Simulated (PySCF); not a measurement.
Can point charges reproduce the dipole moment of 2-bromopyridine (`Brc1ccccn1`)?

Coordinates (PBE0-D3(BJ)/def2-SVP, Å) and charges (e) from the PBE0/pcSseg-1 density (PySCF):

```json
{"atom": "Br1", "x": "3.025", "y": "-1.470", "z": "-0.179", "Mulliken": "-0.0791", "IAO": "+0.0110", "Hirshfeld": "-0.0276", "ESP-fitted": "-0.0900"}
{"atom": "C2", "x": "1.306", "y": "-0.670", "z": "-0.101", "Mulliken": "+0.1200", "IAO": "+0.0718", "Hirshfeld": "+0.0605", "ESP-fitted": "+0.4479"}
{"atom": "C3", "x": "1.223", "y": "0.726", "z": "-0.090", "Mulliken": "-0.0337", "IAO": "-0.1776", "Hirshfeld": "-0.0577", "ESP-fitted": "-0.4728"}
{"atom": "C4", "x": "-0.048", "y": "1.285", "z": "-0.033", "Mulliken": "-0.0167", "IAO": "-0.1142", "Hirshfeld": "-0.0240", "ESP-fitted": "+0.3255"}
{"atom": "C5", "x": "-1.160", "y": "0.444", "z": "0.012", "Mulliken": "-0.1847", "IAO": "-0.1817", "Hirshfeld": "-0.0506", "ESP-fitted": "-0.6631"}
{"atom": "C6", "x": "-0.943", "y": "-0.931", "z": "-0.004", "Mulliken": "+0.1476", "IAO": "-0.0021", "Hirshfeld": "+0.0262", "ESP-fitted": "+0.5837"}
{"atom": "N7", "x": "0.272", "y": "-1.476", "z": "-0.059", "Mulliken": "-0.4062", "IAO": "-0.2661", "Hirshfeld": "-0.1620", "ESP-fitted": "-0.6295"}
{"atom": "H8", "x": "2.124", "y": "1.339", "z": "-0.127", "Mulliken": "+0.1118", "IAO": "+0.1715", "Hirshfeld": "+0.0549", "ESP-fitted": "+0.1760"}
{"atom": "H9", "x": "-0.168", "y": "2.371", "z": "-0.022", "Mulliken": "+0.1142", "IAO": "+0.1636", "Hirshfeld": "+0.0633", "ESP-fitted": "+0.0784"}
{"atom": "H10", "x": "-2.174", "y": "0.845", "z": "0.058", "Mulliken": "+0.1101", "IAO": "+0.1626", "Hirshfeld": "+0.0590", "ESP-fitted": "+0.2304"}
{"atom": "H11", "x": "-1.786", "y": "-1.630", "z": "0.030", "Mulliken": "+0.1165", "IAO": "+0.1612", "Hirshfeld": "+0.0581", "ESP-fitted": "+0.0135"}
```

**Question.** Compute μ = Σ q r for each scheme (1 e·Å = 4.803 D) and compare with the dipole of the full density.

**Answer.** The full density gives (-1.80, 2.81, 0.09) D, 3.34 D in size; dipole vectors point from the negative to the positive end.

| scheme | μx | μy | μz | size (D) | share of the full size (%) | angle to the full dipole (°) |
| --- | --- | --- | --- | --- | --- | --- |
| Mulliken | -1.86 | 3.33 | 0.10 | 3.82 | 114 | 4 |
| IAO | -1.20 | 2.24 | 0.06 | 2.54 | 76 | 5 |
| Hirshfeld | -1.01 | 1.43 | 0.05 | 1.75 | 53 | 2 |
| ESP-fitted | -1.91 | 2.85 | 0.10 | 3.43 | 103 | 1 |

**Question.** Which set comes closest?

**Answer.** Length of the difference vector: ESP-fitted 0.12 D, Mulliken 0.53 D, IAO 0.83 D, Hirshfeld 1.59 D. Closest: ESP-fitted. The schemes that divide the density aren't constrained to reproduce the dipole.

**Question.** What is left for the Hirshfeld atoms' own dipoles?

**Answer.** The Hirshfeld atoms' densities add up to the full density, so μ = Σ q r + Σ (atomic dipoles). The atomic dipoles sum to (-1.80, 2.81, 0.09) − (-1.01, 1.43, 0.05) = (-0.79, 1.38, 0.04) D, 1.59 D in size.

**Question.** With the origin at the mean of the coordinates, (0.152, 0.076, -0.047) Å, which are the largest single terms, by size, of the Hirshfeld dipole along the direction of the full one?

**Answer.** N7 +1.07, H9 +0.64, H10 +0.54, Br1 +0.38, C2 -0.36 D; all 11 atoms together +1.75 D. The single terms depend on the origin, their sum doesn't.

**Question.** Give the size of the full dipole in other units.

**Answer.** 3.34 D = 1.313 au = 0.695 e·Å = 11.13 × 10⁻³⁰ C·m.

Geometry: PBE0-D3(BJ)/def2-SVP; no solvent, vibrations or thermal averaging. The calculation is non-relativistic, for bromine too.
